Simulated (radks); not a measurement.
Excited configurations of Ta II: one electron is placed in a higher orbital outside [Xe] 4f14 5d3. The ground configuration is [Xe] 4f14 5d3 6s1. Method: Dirac Kohn-Sham, PBE, spin-unpolarised, spherical densities, finite nucleus; open shells are shared between the two j in proportion to 2j + 1; Fermi nuclear charge, rms radius 5.3507 fm; computed with a radial shooting solver on a logarithmic mesh with Libxc functionals. Excitation = E - E(ground); binding = E(ion) - E, where the ion is the core of charge +2; n* = 2/sqrt(2 binding) in atomic units, and the quantum defect is n - n*. Eigenvalue and <r> are those of j = l + 1/2.

outer orbital  excitation (eV)  binding (eV)     n*  <r> (bohr)
5f                      11.393         3.577  3.901       8.421
6p                       5.029         9.940  2.340       4.070
6d                       9.770         5.200  3.235       6.715
6f                      12.526         2.444  4.719       14.30
7s                       8.677         6.293  2.941       6.764
7p                      10.083         4.887  3.337       8.376
7d                      11.807         3.163  4.148       12.11
7f                      13.228         1.742  5.589       21.58

The Delta-SCF ionisation energy is 14.970 eV (NIST Atomic Spectra Database: 16.2 eV, semi-empirical). Self-interaction in the functional shifts the binding energies and quantum defects, so they are the method's values and not measured ones. Spin polarisation and multiplet splitting are left out, so open shells lie too high by an amount that depends on their filling. Sharing an open shell by 2j + 1 raises it above the true ground level by a part of the spin-orbit splitting, which enters the differences from NIST.

Beside tabulated values, note that spin-unpolarised runs miss the spin-polarisation part of the exchange energy of open shells.
